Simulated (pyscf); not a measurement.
## H₃Si–S–SiH₃, singlet

Gas-phase minimum from PySCF at ωB97X-D3(BJ)/def2-SVP, one conformer. 

SMILES: [SiH3]S[SiH3]
```xyz
9

Si     0.8055    -0.9163    -0.0128
S     -0.3874     0.3582    -1.2545
Si    -0.3451     2.0970    -0.0039
H      0.9026    -2.2251    -0.7105
H      0.1682    -1.0916     1.3231
H      2.1641    -0.3355     0.1823
H     -0.9543     1.8028     1.3241
H     -1.1273     3.1483    -0.7052
H      1.0573     2.5548     0.2087
```
Charge 0, spin multiplicity 1.

Bond lengths (Å): Si1–S2 2.142, Si1–H4 1.486, Si1–H5 1.490, Si1–H6 1.490, S2–Si3 2.142, Si3–H7 1.490, Si3–H8 1.486, Si3–H9 1.490. Bond angles (°): S2–Si1–H4 106.8, S2–Si1–H5 110.6, S2–Si1–H6 110.6, H4–Si1–H5 110.2, H4–Si1–H6 110.2, H5–Si1–H6 108.6, Si1–S2–Si3 97.7, S2–Si3–H7 110.6, S2–Si3–H8 106.8, S2–Si3–H9 110.6, H7–Si3–H8 110.2, H7–Si3–H9 108.6, H8–Si3–H9 110.2.

Properties at ωB97X-D3(BJ)/def2-SVP:

```yaml
harmonic_wavenumbers_unscaled: 30, 108, 140, 511, 540, 619, 638, 656, 693, 925, 944, 946, 959, 966, 989, 2256, 2256, 2262, 2264, 2287, 2289 cm⁻¹
zero_point_energy: 33.3 kcal/mol
rotational_symmetry_number: 2
Entropy of this conformer at 298 K and 1 atm, rigid rotor and harmonic oscillator, modes under 100 cm⁻¹ raised to 100: 322.8 J/(mol K)
dipole_moment: 1.15 D
```

Single-point totals, which compare only within one level (frozen core for MP2 and CC):

| level | total energy (hartree) |
|---|---|
| ωB97X-D3(BJ)/def2-TZVP | -980.93303 |
| PBE/def2-TZVP | -980.36494 |
| r²SCAN/def2-TZVP | -980.76891 |
| B3LYP-D3(BJ)/def2-TZVP | -980.93418 |
| PBE0-D3(BJ)/def2-TZVP | -980.47086 |
| M06-2X/def2-TZVP | -980.78171 |
| ωB97M-D3(BJ)/def2-TZVP | -980.98269 |
| HF/def2-TZVPP | -978.96955 |
| MP2/def2-TZVPP | -979.40498 |
| CCSD/def2-TZVPP | -979.46254 |
| CCSD(T)/def2-TZVPP | -979.48180 |

The lowest mode is so soft that the shape along it may change with the basis. Soft torsions are taken as harmonic, which can shift the entropy by several J/(mol K). The CCSD(T) − MP2 part came from Ansatz, without density fitting, on the same reference.
